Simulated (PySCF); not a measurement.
Electron correlation in Ta⁺ (tantalum, charge +1)

[Xe] 4f14 5d3 6p1, one real determinant (an excited configuration). All numbers are calculated (PySCF 2.14, the spin-free X2C one-electron Hamiltonian (Gaussian nucleus), in ANO-RCC-VTZP). Frozen: [Xe] 4f14; 4 electrons correlated.

MP2 pair energies summed by pair of shells (mhartree):

```tsv
pair	energy	share (%)
5d-5d	-12.23	56.9
5d-6p	-9.28	43.1
```

Total MP2 correlation energy: -21.50 mhartree.

Same-spin part -21.50 and opposite-spin part 0.00 mhartree; SCS-MP2 scales them by 1/3 and 6/5 to -7.17 mhartree.

The basis was made for the ground configuration and has no added diffuse functions, which can raise the energy of the promoted electron.

The reference is one real determinant that mixes LS terms of this configuration.
